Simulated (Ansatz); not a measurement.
An input meant for BiH3 (charge 0, singlet).

```yaml
crystal:
  periodic: [false, false, false]
  atoms:
    - {symbol: Bi, position_ang: [-0.005379, 0.005576, 0.784456]}
    - {symbol: H, position_ang: [1.474038, -0.029603, -0.251192]}
    - {symbol: H, position_ang: [-0.710245, 1.287009, -0.275538]}
    - {symbol: H, position_ang: [-0.758405, -1.262992, -0.257737]}
basis:
  gaussian: {orbitals: def2-mTZVP, nuclear_model: gaussian}
hamiltonian: {xc: {name: wB97X-D}, dispersion: d3bj}
accuracy: high
scf: {lower_state_search: light}
```

```sh
$ ansatz run in.yaml --threads 4 --pin off --events-out ev --progress --plain --max-ram 3916MiB
```

It prints (some lines left out):

```
Error: YAML parse error: error: line 10 column 19: hamiltonian.xc: no functional is named "wB97X-D"; the names, which are not case-sensitive, are SVWN5, SPW92, PBE, PBE0, PBEsol, revPBE, revPBE0, RPBE, rPW86-PBE, HSE06, wPBEh, LC-wPBE, HISS, HF, BLYP, B3LYP, B3LYP5, BHLYP, CAM-B3LYP, r2SCAN, r2SCANh, r2SCAN0, r2SCAN50, m-r2SCAN, B97, wB97, wB97X, wB97X-V, B97M-V, wB97M-V, B2PLYP, B2GP-PLYP, PBE0-DH, PBE-QIDH
 8 | basis:
 9 |   gaussian: {orbitals: def2-mTZVP, nuclear_model: gaussian}
10 | hamiltonian: {xc: {name: wB97X-D}, dispersion: d3bj}
11 | accuracy: high
12 | scf: {lower_state_search: light}
```

In this input the method's name isn't one that the program takes here. The input was rejected before any iteration.
